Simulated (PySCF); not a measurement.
Electronic structure of Pb⁺ (lead, charge +1) at the r2SCAN level

Configuration: [Xe] 4f14 5d10 6s2 6p1, 2P determinant. Calculation: PySCF 2.14, in aug-cc-pVTZ-DK3; the spin-free X2C one-electron Hamiltonian (Gaussian nucleus).

```
Total energy                                                  : -20883.80 hartree
One-electron energy                                           : -28547.82 hartree
Hartree (Coulomb) energy                                      : 8059.65 hartree
Exchange-correlation energy                                   : -395.63 hartree
⟨S²⟩                                                          : 0.7533
⟨L²⟩                                                          : 2.009
Sum of ⟨r⟩                                                    : 45.46 bohr
Sum of ⟨r²⟩                                                   : 56.97 bohr²
Traceless quadrupole moment −½Σ⟨3z² − r²⟩ along its main axis : -4.11 e·bohr²
Langevin diamagnetic susceptibility                           : -45.1 ×10⁻⁶ cm³/mol
Time after the integrals                                      : of the order of 9 core-seconds
```

```csv
shell,electrons,mean orbital energy (eV),spread (eV),"rms radius, mean of both spins (bohr)"
1s α,1,-87827.6,0,0.0181
1s β,1,-87827.6,0,0.0181
2s β,1,-15742.9,0,0.0730
2s α,1,-15742.9,0,0.0730
2p α,3,-13576.4,0.018,0.0673
2p β,3,-13576.4,0.037,0.0673
3s α,1,-3797.3,0,0.186
3s β,1,-3797.3,0,0.186
3p α,3,-3169.6,0.073,0.189
3p β,3,-3169.6,0.090,0.189
3d α,5,-2495.4,0.063,0.173
3d β,5,-2495.4,0.079,0.173
4s α,1,-872.37,0,0.408
4s β,1,-872.36,0,0.408
4p α,3,-664.43,0.170,0.436
4p β,3,-664.42,0.202,0.436
4d α,5,-413.71,0.170,0.463
4d β,5,-413.69,0.205,0.463
5s α,1,-153.94,0,0.910
5s β,1,-153.91,0,0.910
4f α,7,-141.41,0.183,0.494
4f β,7,-141.40,0.227,0.494
5p α,3,-96.120,0.430,1.04
5p β,3,-96.103,0.489,1.04
5d α,5,-29.486,0.471,1.40
5d β,5,-29.393,0.619,1.40
6s α,1,-19.744,0,2.38
6s β,1,-18.983,0,2.38
6p α,1,-10.519,0,3.18
```

Spin-orbit coupling, absent here, splits the open shell strongly.

Densities and radii are taken from the X2C orbitals without a picture-change correction, which distorts them close to the nucleus.
